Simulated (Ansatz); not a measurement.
Relaxation of C₂H₅NOSSe (11 atoms, charge 0, multiplicity 1), to a largest force component of 0.015 eV/Å in at most 40 steps.

Level of theory: RKS PBE0-D4/def2-SVP (Ansatz 0.2.0).

```xyz
11
Properties=species:S:1:pos:R:3
N -1.613 -0.739 0.234
C -0.496 0.177 0.228
S -0.917 1.794 0.965
O 0.095 0.349 -1.070
C 1.281 -0.233 -0.825
Se 1.043 -0.639 1.069
H -1.825 -1.047 -0.698
H -2.401 -0.250 0.655
H 0.401 2.339 0.769
H 2.087 0.525 -0.933
H 1.424 -1.139 -1.398
```

**Question.** Where does it end, and by what steps?

**Answer.** The forces met the threshold. After 12 steps the energy has fallen by 0.734 eV; H7 moved furthest, 0.76 Å.

| step | energy less start (eV) | largest force component (eV/Å) | accepted |
| --- | --- | --- | --- |
| 0 | 0.0000 | 3.095 | yes |
| 1 | -0.4757 | 1.373 | yes |
| 2 | -0.5649 | 0.614 | yes |
| 3 | -0.6018 | 0.638 | yes |
| 4 | -0.6402 | 0.246 | yes |
| 5 | -0.6508 | 0.292 | yes |
| 6 | -0.6658 | 0.241 | yes |
| 7 | -0.6695 | 0.987 | yes |
| 8 | -0.7214 | 0.299 | yes |
| 9 | -0.7209 | 0.368 | no |
| 10 | -0.7330 | 0.060 | yes |
| 11 | -0.7340 | 0.063 | yes |
| 12 | -0.7343 | 0.011 | yes |

```xyz
11
Properties=species:S:1:pos:R:3
N -1.732 -0.522 0.361
C -0.523 0.182 0.318
S -0.830 1.763 1.163
O 0.058 0.382 -0.968
C 1.327 -0.216 -0.861
Se 1.028 -0.919 0.949
H -1.650 -1.438 -0.071
H -2.498 0.009 -0.050
H 0.270 2.373 0.676
H 2.146 0.521 -0.901
H 1.482 -0.996 -1.622
```

Whether the end is a true minimum wasn't checked by a vibrational analysis.

The run took 2.2 min on 2 threads of Arm Neoverse N1, with other jobs on the host, peak memory 0.37 GiB.
